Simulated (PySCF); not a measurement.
Pentyl formate, C6H12O2.
SMILES: `CCCCCOC=O`

The closed-shell ground state was solved at several levels (PySCF, density fitting, gas phase, non-relativistic). One conformer (not necessarily the lowest) at the PBE0-D3(BJ)/def2-SVP geometry, without solvent, vibrations or thermal averaging.

```csv
level,basis functions,total energy (Eh),HOMO (eV),LUMO (eV),gap (eV),dipole (D)
PBE0/def2-SVP,172,-385.5939,-8.10,0.36,8.46,1.86
PBE0/6-31G*,136,-385.8674,-7.94,0.58,8.52,1.88
PBE0/pcSseg-1,196,-385.8320,-8.22,0.21,8.43,1.95
CAM-B3LYP/def2-SVPD,262,-385.8742,-9.85,1.14,10.99,2.03
PBE0/aug-cc-pVDZ,292,-385.9223,-8.25,-0.09,8.16,1.99
```

Task: Estimate the row for PBE0/6-31+G*, a basis of 168 functions; the other rows only guide the guess.

Result: Total energy -385.8804 Eh, HOMO -8.29 eV, LUMO 0.04 eV, gap 8.33 eV, dipole 2.00 D.

Task: Over all these levels, which gives the widest orbital gap and which the narrowest?

Result: CAM-B3LYP/def2-SVPD (range-separated hybrid) has the widest, 10.99 eV, and PBE0/aug-cc-pVDZ (global hybrid, 25 % exact exchange) the narrowest, 8.16 eV. Functional and basis both differ between the two, so the spread mixes both effects.

Task: How much does the basis alone move the frontier levels among the 5 PBE0 rows (the withheld one included)?

Result: The HOMO by 0.35 eV and the LUMO by 0.67 eV. By rising basis size (HOMO, LUMO in eV): 6-31G* -7.94, 0.58; 6-31+G* -8.29, 0.04; def2-SVP -8.10, 0.36; pcSseg-1 -8.22, 0.21; aug-cc-pVDZ -8.25, -0.09.

Task: How far do the dipole and the HOMO energy spread over the levels?

Result: The dipole runs from 1.86 to 2.03 D (mean 1.95 D) and the HOMO from -9.85 to -7.94 eV.
